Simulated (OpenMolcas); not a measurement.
Consider [Cu2(μ-Br)2(H2O)4]2+, a planar model complex in vacuum (2 bridging Br, bridge angle 84°, metal-metal distance 3.31 Å, Cu–Br 2.47 Å; typed geometry, not optimised).

```xyz
16

Cu    -1.6534     0.0000     0.0000
Cu     1.6534     0.0000     0.0000
Br     0.0000     1.8363     0.0000
Br     0.0000    -1.8363     0.0000
O     -3.0394     1.3859     0.0000
H     -3.4521     1.7987     0.7747
H     -3.4521     1.7987    -0.7747
O     -3.0394    -1.3859     0.0000
H     -3.4521    -1.7987     0.7747
H     -3.4521    -1.7987    -0.7747
O      3.0394     1.3859     0.0000
H      3.4521     1.7987     0.7747
H      3.4521     1.7987    -0.7747
O      3.0394    -1.3859     0.0000
H      3.4521    -1.7987     0.7747
H      3.4521    -1.7987    -0.7747
```

Q: Give the energies of the total-spin states at CASSCF(2,2) on the singly occupied d orbitals (ANO-RCC-VDZP on Cu, O and ANO-RCC-VDZ on Br, H, scalar-relativistic DKH2, RICD, no spin-orbit coupling, OpenMolcas), and the exchange constant.

A: Local spins 1/2 and 1/2.

| total S | E (cm⁻¹) | natural occupations, lowest and highest |
|---|---|---|
| 1 | 5.3 | 1.000, 1.000 |
| 0 | 0.0 | 0.974, 1.026 |

J = -2.7 cm⁻¹ (antiferromagnetic).

J is defined by H = −2J S1·S2, so negative values are antiferromagnetic. Wave-function values come from the highest and lowest total spin; broken-symmetry values use Yamaguchi's formula with the computed ⟨S²⟩. The active space holds the singly occupied metal orbitals alone, without bridging-ligand orbitals. No row is a measured value.
